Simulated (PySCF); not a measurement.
CSi (SMILES [C]=[Si]), triplet (typed; the unrestricted solution is spin-contaminated), geometry from GFN2-xTB; HF/cc-pVTZ (PySCF).

The PySCF input:
```python
from pyscf import gto, scf

mol = gto.Mole()
mol.atom = '''
    Si   -0.000000   -0.000000   -0.516503
    C     0.000000    0.000000    1.205175
'''
mol.basis = 'cc-pvtz'
mol.charge = 0
mol.spin = 2
mol.verbose = 4
mol.build()

mf = scf.UHF(mol)
mf.kernel()
mf.analyze()
```

Output, abridged:

```
PySCF version 2.14.0

[INPUT] verbose = 4
[INPUT] num. atoms = 2
[INPUT] num. electrons = 20
[INPUT] charge = 0
[INPUT] spin (= nelec alpha-beta = 2S) = 2
[INPUT] symmetry False subgroup None
[INPUT] Mole.unit = angstrom
[INPUT] Symbol           X                Y                Z      unit          X                Y                Z       unit  Magmom
[...]
nuclear repulsion = 25.8183503055043
number of shells = 18
number of NR pGTOs = 101
number of NR cGTOs = 64
basis = cc-pvtz
ecp = {}

******** <class 'pyscf.scf.uhf.UHF'> ********
method = UHF
initial guess = minao
damping factor = 0
level_shift factor = 0
DIIS = <class 'pyscf.scf.diis.CDIIS'>
diis_start_cycle = 1
diis_space = 8
diis_damp = 0
SCF conv_tol = 1e-09
SCF conv_tol_grad = None
SCF max_cycles = 50
direct_scf = True
direct_scf_tol = 1e-13
number electrons alpha = 11  beta = 9
Set gradient conv threshold to 3.16228e-05
init E= -326.446945355916

cycle= 1 E= -326.580382179317  delta_E= -0.133  |g|= 0.151  |ddm|= 0.916
cycle= 2 E= -326.608131192305  delta_E= -0.0277  |g|= 0.0666  |ddm|= 0.236
cycle= 3 E= -326.616121882272  delta_E= -0.00799  |g|= 0.0418  |ddm|= 0.0905
cycle= 4 E= -326.622148110485  delta_E= -0.00603  |g|= 0.0318  |ddm|= 0.0837
cycle= 5 E= -326.625646803967  delta_E= -0.0035  |g|= 0.0268  |ddm|= 0.0553
cycle= 6 E= -326.629510960712  delta_E= -0.00386  |g|= 0.0238  |ddm|= 0.067
cycle= 7 E= -326.633609187319  delta_E= -0.0041  |g|= 0.0225  |ddm|= 0.0761
cycle= 8 E= -326.637189621671  delta_E= -0.00358  |g|= 0.0213  |ddm|= 0.0711
cycle= 9 E= -326.643313999379  delta_E= -0.00612  |g|= 0.0175  |ddm|= 0.294
cycle= 10 E= -326.644033656244  delta_E= -0.00072  |g|= 0.00451  |ddm|= 0.0905
cycle= 11 E= -326.644166616968  delta_E= -0.000133  |g|= 0.00214  |ddm|= 0.0234
cycle= 12 E= -326.644187084156  delta_E= -2.05e-05  |g|= 0.000833  |ddm|= 0.0124
cycle= 13 E= -326.644189274607  delta_E= -2.19e-06  |g|= 0.000234  |ddm|= 0.00334
cycle= 14 E= -326.644189466453  delta_E= -1.92e-07  |g|= 0.000121  |ddm|= 0.00145
cycle= 15 E= -326.644189524735  delta_E= -5.83e-08  |g|= 4.87e-05  |ddm|= 0.000752
cycle= 16 E= -326.64418953452  delta_E= -9.78e-09  |g|= 2.79e-05  |ddm|= 0.000394
cycle= 17 E= -326.64418953811  delta_E= -3.59e-09  |g|= 3.16e-06  |ddm|= 0.00014
cycle= 18 E= -326.644189538139  delta_E= -2.89e-11  |g|= 1.3e-06  |ddm|= 7.84e-06
Extra cycle  E= -326.644189538142  delta_E= -2.96e-12  |g|= 8.46e-07  |ddm|= 1.67e-06
[...]
converged SCF energy = -326.644189538142  <S^2> = 2.5380398  2S+1 = 3.3394849
Total Energy =                        -326.644189538141973
[...]
spin_pop of  0 Si 3px       0.08205
spin_pop of  0 Si 3py      -0.63821
spin_pop of  0 Si 3pz       0.08998
spin_pop of  0 Si 4px       0.00030
spin_pop of  0 Si 4py      -0.00058
spin_pop of  0 Si 4pz       0.00274
spin_pop of  0 Si 5px       0.00000
spin_pop of  0 Si 5py       0.00001
spin_pop of  0 Si 5pz       0.00001
spin_pop of  0 Si 3dxy     -0.00020
spin_pop of  0 Si 3dyz      0.00336
spin_pop of  0 Si 3dz^2    -0.00215
spin_pop of  0 Si 3dxz      0.00791
spin_pop of  0 Si 3dx2-y2   -0.00045
spin_pop of  0 Si 4dxy     -0.00000
spin_pop of  0 Si 4dyz      0.00011
spin_pop of  0 Si 4dz^2     0.00016
spin_pop of  0 Si 4dxz      0.00010
spin_pop of  0 Si 4dx2-y2   -0.00001
spin_pop of  0 Si 4f-3      0.00004
spin_pop of  0 Si 4f-2      0.00003
spin_pop of  0 Si 4f-1      0.00025
spin_pop of  0 Si 4f+0     -0.00019
spin_pop of  0 Si 4f+1      0.00026
spin_pop of  0 Si 4f+2      0.00006
spin_pop of  0 Si 4f+3      0.00003
spin_pop of  1 C 1s       -0.00000
spin_pop of  1 C 2s        0.22254
spin_pop of  1 C 3s        0.00212
spin_pop of  1 C 4s        0.00014
spin_pop of  1 C 2px       0.81902
spin_pop of  1 C 2py       0.71772
spin_pop of  1 C 2pz       0.72578
spin_pop of  1 C 3px       0.00294
spin_pop of  1 C 3py       0.00236
spin_pop of  1 C 3pz      -0.00033
spin_pop of  1 C 4px       0.00006
spin_pop of  1 C 4py       0.00000
spin_pop of  1 C 4pz      -0.00017
spin_pop of  1 C 3dxy     -0.00001
spin_pop of  1 C 3dyz     -0.00023
spin_pop of  1 C 3dz^2     0.00116
spin_pop of  1 C 3dxz      0.00160
spin_pop of  1 C 3dx2-y2   -0.00002
spin_pop of  1 C 4dxy     -0.00001
spin_pop of  1 C 4dyz      0.00011
spin_pop of  1 C 4dz^2     0.00022
spin_pop of  1 C 4dxz      0.00023
spin_pop of  1 C 4dx2-y2   -0.00001
spin_pop of  1 C 4f-3      0.00001
spin_pop of  1 C 4f-2      0.00000
spin_pop of  1 C 4f-1      0.00025
spin_pop of  1 C 4f+0      0.00037
spin_pop of  1 C 4f+1      0.00028
spin_pop of  1 C 4f+2      0.00000
spin_pop of  1 C 4f+3      0.00001
 ** Mulliken Spin Density (per atom)  **
spin density of  0 Si =     -0.49613
spin density of  1 C =      2.49613
 ** Mulliken pop alpha/beta on meta-lowdin orthogonal AOs **
 ** Mulliken pop       alpha | beta **
In total            11.00000 | 9.00000
 ** Mulliken atomic charges   ( Nelec_alpha | Nelec_beta ) **
charge of  0Si =      0.27351  (     6.61518      7.11131 )
charge of  1C =     -0.27351  (     4.38482      1.88869 )
Dipole moment(X, Y, Z, Debye): -0.00000, -0.00000, -0.50536
```
